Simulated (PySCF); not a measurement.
An unknown is described by computed data only.

Elements present: C, H, O and S. Monoisotopic mass: 136.0017 u.

| Quantity | Value |
| --- | --- |
| Dipole | 3.10 D [PBE0/def2-SVPD] |
| UV, first state | lowest singlet excitation: 5.49 eV (226 nm, f = 0.002) [TDDFT PBE0/def2-SVPD] |
| 13C NMR | chemical shifts (computed TMS as zero) by class: 140.4 (1 C), 112.4 (1 C), 60.0 (1 C), 47.1 (1 C) ppm [GIAO PBE0/pcSseg-1] |
| Polarisability | 97.4 au [PBE0/def2-SVPD] |
| UV, strongest line | among the 6 lowest singlet transitions: S3 at 5.81 eV (213 nm, f = 0.152) [TDDFT PBE0/def2-SVPD] |
| Rotational structure | rotational constants A, B, C: 4.052, 0.914, 0.807 GHz [GFN2-xTB] |
| NMR, other nuclei | isotropic shieldings of nuclei other than C and H, by class: 265 (1 O), 171 (1 S), 482 (1 S) ppm [GIAO PBE0/pcSseg-1] |
| Triplet | lowest triplet excitation (Tamm–Dancoff): 3.93 eV [TDA PBE0/def2-SVPD] |

Gas-phase values; electronic properties from PySCF, density fitting. Levels stand in brackets. The structure is a single GFN2-xTB conformer in the gas phase; no vibrational or solvent corrections. NMR classes are plain means over equivalent atoms (diastereotopic ones count apart unless rotation or inversion swaps them), as if these changed places fast.

Question: Which formula fits the mass and the elements?

Answer: C4H8OS2 (calculated 136.0017). No other formula that holds each of these elements comes within 0.0003 u with a fitting electron parity and a possible valence count.

Question: Give a SMILES that accounts for the data.

Answer: Numbering: `[CH2:1]=[CH:2][S:3][CH2:4][S@@:5]([CH3:6])=[O:7]`. 4 carbons fall into 4 classes; from least to most shielded: alkene CH carbon [C2] (140.4 ppm), terminal =CH2 carbon [C1] (112.4 ppm), sp3 carbon bound to sulfur [C4] (60.0 ppm), S-methyl carbon [C6] (47.1 ppm). The other shieldings belong to: 265 ppm, sulfinyl oxygen [O7]; 171 ppm, sulfinyl sulfur [S5]; 482 ppm, sulfide sulfur [S3]. The optimised geometry has point group C1 and is an asymmetric top. Structure: `C=CSC[S@@](C)=O`. The assignments are read from this structure; whether some other isomer fits the data as well wasn't checked. The mirror image fits equally.

Conformer computed: `[CH2:1]=[CH:2][S:3][CH2:4][S@@:5]([CH3:6])=[O:7]`: C1–C2–S3–C4 2°, C2–S3–C4–S5 172°, S3–C4–S5–C6 65°.
